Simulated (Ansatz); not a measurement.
Reaction (redistribution): `N[SiH](F)P` + `[OH][GeH2][CH2][SiH3]` → `[SiH3][CH2][GeH2][PH2]` + `N[SiH](O)F`

Gas-phase electronic energies from Ansatz, PBE0-D4/def2-TZVP geometries. CCSD(T)/CBS is the MP2 limit (def2-TZVPP, def2-QZVPP) plus CCSD(T) − MP2 in def2-TZVPP, frozen cores. This one scheme is used for every species. Functionals use def2-TZVPP. B3LYP here is the variant with VWN-RPA as its local correlation; programs differ in this. For Ge outer-core shells are correlated without core-valence functions, which leaves a few kJ/mol of doubt a bond. Scalar relativity is left out up to krypton. One conformer a species, not always the lowest.

```tsv
level	ΔE (kJ/mol)	difference from CCSD(T)/CBS
PBE-D4	-86.1	9.6
r2SCAN-D4	-93.7	2.0
PBE0-D4	-91.5	4.2
B3LYP-D4	-93.6	2.1
ωB97X-V	-88.4	7.3
ωB97M-V	-94.0	1.7
B2PLYP	-95.0	0.7
PBE	-86.2	9.5
r2SCAN	-93.5	2.2
PBE0	-91.5	4.2
B3LYP	-94.0	1.7
HF/def2-TZVPP	-99.8	-4.1
MP2/def2-TZVPP	-97.9	-2.2
SCS-MP2/def2-TZVPP	-95.7	0.0
CCSD/def2-TZVPP	-97.4	-1.7
CCSD(T)/def2-TZVPP	-96.0	-0.3
HF/def2-QZVPP	-99.7	-4.0
MP2/def2-QZVPP	-97.8	-2.1
SCS-MP2/def2-QZVPP	-95.2	0.5
HF/CBS(def2)	-99.7	-4.0
MP2/CBS(def2)	-97.7	-2.0
CCSD/CBS(def2)	-97.2	-1.5
CCSD(T)/CBS	-95.7	0
```

Largest T1 diagnostic among the species: 0.012.

From PBE to PBE0 (25 % exact exchange), in def2-TZVPP and without D4, ΔE moves by −5.3 kJ/mol.
